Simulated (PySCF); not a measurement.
**Adding and removing an electron: Sn2**

UHF-CCSD; basis Sn cc-pVDZ-PP with ECP28; scalar-relativistic core potentials; PySCF 2.14. Neutral (UHF): triplet (π ↑↑), Re = 2.784 Å, ωe = 195 cm⁻¹, De = 1.77 eV.

Sn₂⁺ (UHF): quartet (σ ↑, π ↑↑), Re = 2.814 Å, ωe = 172 cm⁻¹, De = 2.26 eV to Sn⁺ + Sn. The energies at the minima are -426.86999 hartree for Sn2 and -426.62579 for Sn₂⁺.

(1) Work out the adiabatic ionisation energy, without and with harmonic zero-point energies (1 hartree = 27.2114 eV, 1 eV = 8065.5 cm⁻¹), and the change of the bond length.

Correlated steps freeze 8 core orbitals. Correlated levels converge slowly with the basis: in double zeta they bind strong bonds too weakly, by up to about 1 eV, and carry superposition errors of some tenths. Spin–orbit coupling is left out, which matters for elements this heavy, above all for dissociation energies. States were picked by a PBE0 search and need not be the measured ground states.

Results:

(1) At UHF-CCSD: 0.24420 hartree = 6.645 eV between the minima; the zero-point term (172.0 − 195.0)/2 cm⁻¹ = -0.001 eV makes it 6.644 eV. Re changes by +3.0 pm against the neutral. The electron leaves a σ orbital, and the longer bond of the ion fits a bonding orbital, or a change in how ionic the bond is.
